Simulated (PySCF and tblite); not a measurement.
C9H13N, numbered as in [N:1]#[C:2][C@:3]12[CH2:4][CH2:5][CH2:6][C@@H:7]1[CH2:8][CH2:9][CH2:10]2.

The ensemble was built from 90 distance-geometry starts (ETKDG, MMFF94s, GFN2-xTB) and rests on GFN2-xTB geometries. Weights use PBE0-D3(BJ)/pcSseg-1 energies plus GFN2-xTB zero-point and thermal terms (modes under about 100 cm⁻¹ blended into free rotors). Symmetry numbers and mirror images are counted. Conformers within 3 kcal/mol (GFN2-xTB free energy) were kept, 8 at most. GIAO shieldings: PBE0/pcSseg-1. Shifts are against TMS (¹H), TMS (¹³C), NH3 (¹⁵N) at the same level; of two unlike H on one atom, a is the less shielded. Run with PySCF (density fitting) and tblite.

List the conformer-averaged shifts at 298.15 K.

¹H: 2.55 (H5a/H9a, 2H), 2.31 (H5b/H9b, 2H), 2.01 (H4a/H10a, 2H), 1.99 (H7, 1H), 1.79 (H6a/H8a, 2H), 1.68 (H6b/H8b, 2H), 1.43 (H4b/H10b, 2H) ppm. ¹³C: 129.2 (C2), 61.9 (C7), 55.0 (C3), 34.9 (C4/C10), 31.9 (C5/C9), 27.2 (C6/C8) ppm. ¹⁵N: 303.5 (N1) ppm.

Unscaled ¹⁵N shifts at such levels can be off by tens of ppm; differences between conformers or isomers are more reliable. Shifts are unscaled: against experiment ¹³C can be off by 15 ppm or more and ¹H by 0.8 ppm.


¹⁵N shifts are against a computed isolated NH3 molecule, about 20 ppm from the liquid.